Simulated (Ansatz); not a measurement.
The cluster Ag2F2⁻ was relaxed with PBE-D4 (def2-TZVPD) in Ansatz in these states: charge -1 doublet, charge -1 quartet. The geometries follow in no particular order.

In the def2 sets Ag takes a core potential; there is no spin–orbit coupling.

A:

Cartesian coordinates in Å:
```
Ag 0.9089 0.9824 0.1825
Ag -0.9111 -0.9799 -0.1851
F -2.3036 -2.4944 -0.4636
F 2.3057 2.4919 0.4662
```

B:

| atom | x (Å) | y (Å) | z (Å) |
| --- | --- | --- | --- |
| Ag1 | 1.458 | 0.078 | -4.285 |
| Ag2 | -1.456 | -0.082 | 4.285 |
| F3 | -3.380 | -0.811 | 3.954 |
| F4 | 3.379 | 0.815 | -3.954 |

Problem. Judge from the bond lengths which geometry belongs to which state (an estimate).

Solution. A is the charge -1 doublet (Ag1–Ag2 2.702 Å, Ag2–F3 2.076 Å, Ag1–F4 2.076 Å); B is the charge -1 quartet (Ag1–Ag2 9.054 Å, Ag2–F3 2.083 Å, Ag1–F4 2.083 Å).

At PBE-D4/def2-TZVPD the gap within one spin of the charge -1 quartet nearly closes, so an electron or hole may be smeared out by delocalisation error. At PBE0-D4/def2-TZVPD a doublet lies 4.22 eV below the charge -1 quartet. These are the stationary points nearest to one start from a short search; other shapes may lie lower in each state. The charge -1 quartet has come apart into loosely held pieces.
